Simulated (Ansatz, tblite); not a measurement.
Bond stretch in SiMg, lowest singlet found (which spin is the ground state isn't settled by this scan).

Levels: RHF/aug-cc-pVDZ (Ansatz, a program for electronic structure); RCCSD = Ansatz with CCSD on RHF/aug-cc-pVDZ, frozen core; RMP2 = MP2 on RHF/aug-cc-pVDZ, frozen core run with Ansatz; GFN2-xTB, 300 K electronic temperature (tblite).

Energies are in kcal/mol, each relative to the lowest point of its own curve between 2.11 and 3.14 Å, where full CI is lowest.

```json
[
 {"R / Å": "1.82", "RHF": "88.4", "RCCSD": "87.0", "RMP2": "86.2", "GFN2-xTB": "165.6"},
 {"R / Å": "1.98", "RHF": "45.2", "RCCSD": "44.1", "RMP2": "42.9", "GFN2-xTB": "57.2"},
 {"R / Å": "2.11", "RHF": "24.1", "RCCSD": "23.0", "RMP2": "21.6", "GFN2-xTB": "21.1"},
 {"R / Å": "2.18", "RHF": "16.4", "RCCSD": "15.3", "RMP2": "13.9", "GFN2-xTB": "11.2"},
 {"R / Å": "2.31", "RHF": "7.1", "RCCSD": "6.0", "RMP2": "4.9", "GFN2-xTB": "2.2"},
 {"R / Å": "2.41", "RHF": "3.1", "RCCSD": "2.2", "RMP2": "1.4", "GFN2-xTB": "0.1"},
 {"R / Å": "2.46", "RHF": "1.8", "RCCSD": "1.1", "RMP2": "0.5", "GFN2-xTB": "0.0"},
 {"R / Å": "2.55", "RHF": "0.5", "RCCSD": "0.1", "RMP2": "0.0", "GFN2-xTB": "0.8"},
 {"R / Å": "2.60", "RHF": "0.1", "RCCSD": "0.0", "RMP2": "0.2", "GFN2-xTB": "1.6"},
 {"R / Å": "2.70", "RHF": "0.0", "RCCSD": "0.5", "RMP2": "1.4", "GFN2-xTB": "3.9"},
 {"R / Å": "2.86", "RHF": "0.8", "RCCSD": "2.5", "RMP2": "4.4", "GFN2-xTB": "8.6"},
 {"R / Å": "2.99", "RHF": "1.9", "RCCSD": "4.7", "RMP2": "7.3", "GFN2-xTB": "12.9"},
 {"R / Å": "3.14", "RHF": "3.2", "RCCSD": "7.2", "RMP2": "10.5", "GFN2-xTB": "17.9"},
 {"R / Å": "3.37", "RHF": "5.0", "RCCSD": "10.6", "RMP2": "14.7", "GFN2-xTB": "25.6"},
 {"R / Å": "3.69", "RHF": "6.8", "RCCSD": "13.8", "RMP2": "18.9", "GFN2-xTB": "30.3"},
 {"R / Å": "4.05", "RHF": "8.1", "RCCSD": "15.7", "RMP2": "21.7", "GFN2-xTB": "35.7"},
 {"R / Å": "4.50", "RHF": "8.8", "RCCSD": "16.7", "RMP2": "23.5", "GFN2-xTB": "41.4"},
 {"R / Å": "4.92", "RHF": "9.2", "RCCSD": "17.2", "RMP2": "24.3", "GFN2-xTB": "—"},
 {"R / Å": "5.54", "RHF": "9.4", "RCCSD": "17.5", "RMP2": "24.9", "GFN2-xTB": "—"},
 {"R / Å": "6.26", "RHF": "9.4", "RCCSD": "17.6", "RMP2": "25.1", "GFN2-xTB": "—"},
 {"R / Å": "7.31", "RHF": "9.5", "RCCSD": "17.7", "RMP2": "25.2", "GFN2-xTB": "—"},
 {"R / Å": "8.61", "RHF": "9.5", "RCCSD": "17.7", "RMP2": "25.3", "GFN2-xTB": "—"}
]
```

At the longest distance, 8.61 Å, RMP2 lies highest above its minimum (25.3 kcal/mol) and RHF lowest (9.5 kcal/mol).

Dashes: no converged value, or the column stops at the first point that the program doubted or that broke a chosen test of continuity, which isn't proof of a fault.

The restricted form behind RHF, RMP2 keeps the bonding electrons paired and can't separate into open-shell fragments.
